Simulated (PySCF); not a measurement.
**InH3: from structure and modes to constants**

These are results of PBE/[In def2-TZVP with ECP28, H def2-TZVP], scalar-relativistic core potentials, density fitting, no spin–orbit coupling, PySCF, not measurements.

The singlet minimum has D3h symmetry. Masses (u): In 114.90388, H 1.00782.

```xyz
4
charge 0 multiplicity 1, angstrom
In    0.0000    0.0000    0.0000
H     1.7367    0.0000    0.0000
H    -0.8683    1.5040    0.0000
H    -0.8683   -1.5040    0.0000
```

Harmonic wavenumbers (cm⁻¹): 577.2 (e', ×2), 604.4 (a2'', ×1), 1750.1 (a1', ×1), 1754.6 (e', ×2).

Question: Find the principal moments of inertia and the rotational constants. What kind of rotor is it?

Answer: About the centre of mass I = 4.5593, 4.5593, 9.1187 u Å². With B = 16.8576/I this gives 3.697, 3.697, 1.849 cm⁻¹. The molecule is an oblate symmetric top.

Question: What is the harmonic zero-point energy?

Answer: Half the sum of all 6 wavenumbers, 7018/2 = 3509 cm⁻¹, which is 42.0 kJ/mol (1 cm⁻¹ = 0.0119627 kJ/mol).

Question: Find the vibrational entropy and heat capacity at 298.15 K.

Answer: With u = 1.43878 ω/T, each mode gives S = R[u/(eᵘ−1) − ln(1−e⁻ᵘ)] and C = R u² eᵘ/(eᵘ−1)².
```tsv
ω (cm⁻¹)	u	S (J/(mol K))	C (J/(mol K))
577.2 (×2)	2.785	2.05	4.52
604.4	2.917	1.85	4.28
1750.1	8.446	0.02	0.13
1754.6 (×2)	8.467	0.02	0.13
```
The sums over all modes are S = 6.0 and C = 13.7 J/(mol K); the softest mode gives 34 % of the entropy (each member, where degenerate).

Question: Give the standard entropy (298.15 K, 1 bar) by its translational, rotational, vibrational and spin parts, and Cp.

Answer: Sackur–Tetrode with M = 117.93 u gives 168.3; rotation with symmetry number 6 gives 55.4; vibration 6.0; spin R ln 1 = 0.0. The total is 229.8 J/(mol K), and Cp = 4 R + 13.7 = 47.0 J/(mol K).
